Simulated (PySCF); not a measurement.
**Ionisation energy of N⁺ by level of theory**

N⁺ [He] 2s2 2p2 (3P) → N²⁺ [He] 2s2 2p1 (2P), as a difference of total energies. All numbers are calculated (PySCF 2.14, the spin-free X2C one-electron Hamiltonian (Gaussian nucleus), in x2c-TZVPPall (5s3p2d1f, 31 functions)). Correlated levels: valence and next inner shell: nothing frozen. The calculations carry no spin-orbit coupling.

| method | ionisation energy (eV) |
| --- | --- |
| UHF | 29.203 |
| MP2 (valence and next inner shell) | 29.626 |
| SCS-MP2 (valence and next inner shell) | 29.488 |
| CCSD (valence and next inner shell) | 29.478 |
| CCSD(T) (valence and next inner shell) | 29.491 |
| CCSDT (valence and next inner shell) | 29.494 |

Task: How much does correlation contribute at CCSD(T) (valence and next inner shell)?

Result: 29.491 − (29.203) = 0.288 eV, measured against UHF.

Errors of the correlated levels include the incompleteness of this basis.

For comparison: 29.601 eV (semi-empirical (NIST evaluation); NIST Atomic Spectra Database, ionization energies).
